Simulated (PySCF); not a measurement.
**Dipole polarisabilities along group 4**

Calculated with PySCF 2.14 for the ground configurations, without spin-orbit coupling: coupled response for Hartree-Fock and DFT. Mean α in bohr³, C₆ of like pairs in atomic units.

```json
{"species": "Ti [Ar] 3d2 4s2 (aug-cc-pVTZ with one added diffuse shell each of s, p, d, f, g type, non-relativistic)", "α UHF": "164.4", "α PBE": "106.8", "α PBE0": "111.8", "α recommended (Schwerdtfeger and Nagle)": "87 ± 10", "C₆ UHF": "1792", "C₆ PBE": "1243", "C₆ PBE0": "1323"}
{"species": "Zr [Kr] 4d2 5s2 (aug-cc-pVTZ-PP with one added diffuse shell each of s, p, d, f, g type with ECP28MDF, ECP)", "α UHF": "194.6", "α PBE": "121.4", "α PBE0": "127.3", "α recommended (Schwerdtfeger and Nagle)": "112 ± 13", "C₆ UHF": "2517", "C₆ PBE": "1693", "C₆ PBE0": "1800"}
{"species": "Hf [Xe] 4f14 5d2 6s2 (aug-cc-pVTZ-PP with one added diffuse shell each of s, p, d, f, g type with ECP60MDF, ECP)", "α UHF": "121.8", "α PBE": "101.7", "α PBE0": "103.8", "α recommended (Schwerdtfeger and Nagle)": "103 ± 6", "C₆ UHF": "1735", "C₆ PBE": "1356", "C₆ PBE0": "1405"}
```

Hartree-Fock lacks correlation. All values carry a basis error, and heavy open shells lack spin-orbit coupling.
